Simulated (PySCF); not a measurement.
Input for PySCF: U-M06-2X/def2-TZVPP on C (SMILES [C]).

```python
from pyscf import gto, dft

mol = gto.M(
    atom='''
    C     0.00000000    0.00000000    0.00000000
    ''',
    basis='def2-tzvpp',
    charge=0, spin=2, verbose=4, max_memory=1800)
mf = dft.UKS(mol, xc='m062x').density_fit(auxbasis='def2-universal-jkfit')
mf.grids.level = 4
mf.conv_tol = 1e-9
mf.max_cycle = 150
mf.kernel()
mf.dip_moment()
```

### Question
Predict the final total energy.

### Answer
-37.8425 hartree.
